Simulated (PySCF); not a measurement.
Sn(OH)3(OSiH3) (H6O4SiSn), SMILES [OH][Sn]([OH])([OH])[O][SiH3].

Coordinates come from a r2SCAN-D4/def2-SVP optimisation. A frequency run showed that this geometry is not a minimum. The def2 effective core potentials stand for the cores of Sn; spin–orbit coupling is left out. One conformer was computed; it need not be the lowest.

Level of theory: PySCF with PBE/def2-TZVP.

Computed frontier levels, gap, dipole moment and polarisability:
highest occupied level: -7.26 eV
lowest empty level: -3.07 eV
orbital gap: 4.19 eV
dipole moment: 1.05 D
quadrupole, principal values (traceless, Buckingham form, about the centre of nuclear charge): -4.08, -0.24, 4.31 D·Å
mean static polarisability: 79.2 bohr³ (11.74 Å³)
polarisability, principal values: 73.3, 75.2, 89.1 bohr³
